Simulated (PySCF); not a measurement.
C₄H₄, SMILES C12C3C1C23. Atoms are numbered in the order given.

```xyz
8

C     -0.5206     0.5206    -0.5206
C      0.5206     0.5206     0.5206
C      0.5206    -0.5206    -0.5206
C     -0.5206    -0.5206     0.5206
H     -1.1442     1.1442    -1.1442
H      1.1442     1.1442     1.1442
H      1.1442    -1.1442    -1.1442
H     -1.1442    -1.1442     1.1442
```

Geometry optimised at PBE0-D3(BJ)/def2-SVP.

Level of theory: PySCF with r2SCAN/def2-TZVPD.

Mulliken values depend strongly on the basis, most of all with diffuse functions as here. ESP charges are fitted to the potential on shells at 1.4 to 2.0 van der Waals radii. Atomic charges (e):

| atom | Mulliken | ESP fit | IAO |
|---|---|---|---|
| C1 | -0.33 | -0.20 | ___ |
| C2 | -0.33 | -0.20 | ___ |
| C3 | -0.33 | -0.20 | ___ |
| C4 | -0.33 | -0.20 | ___ |
| H5 | 0.33 | 0.20 | ___ |
| H6 | 0.33 | 0.20 | ___ |
| H7 | 0.33 | 0.20 | ___ |
| H8 | 0.33 | 0.20 | ___ |

Complete the blanks. (The exact figures need the calculation; the answer reports its results.)


- C1, IAO: -0.18
- C2, IAO: -0.18
- C3, IAO: -0.18
- C4, IAO: -0.18
- H5, IAO: 0.18
- H6, IAO: 0.18
- H7, IAO: 0.18
- H8, IAO: 0.18
